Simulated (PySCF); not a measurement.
Ionisation energy of Ag²⁹⁺ by level of theory

Ag²⁹⁺ [Ar] → Ag³⁰⁺ [Ne] 3s2 3p5 [3p1/2^2 3p3/2^3, M_J = 3/2], as a difference of total energies. Calculation: PySCF 2.14, in an uncontracted even-tempered set (19 s from 4.6 bohr⁻², ratio 2.4; 14 p from 6 bohr⁻², ratio 2.4; 5 d from 26 bohr⁻², ratio 2.6; 4 f from 38 bohr⁻², ratio 2.6); the two-component X2C-1e Hamiltonian. Correlated levels: 1s2 frozen; the 56 highest virtual spinors dropped. "Screened" scales the spin-orbit matrix elements by Boettger's factors to mimic the two-electron term; Breit and QED terms are absent.

| method | ionisation energy (eV) |
| --- | --- |
| GHF (spin-free) | 1760.7 |
| GMP2 (spin-free) | 1761.5 |
| GHF (screened spin-orbit) | 1747.7 |
| GMP2 (screened spin-orbit) | 1748.5 |

Breit and QED terms and the two-electron picture change are absent.

The spin-free rows lack the spin-orbit shift.

For comparison: 1747 ± 5 eV (semi-empirical (NIST evaluation); NIST Atomic Spectra Database, ionization energies).
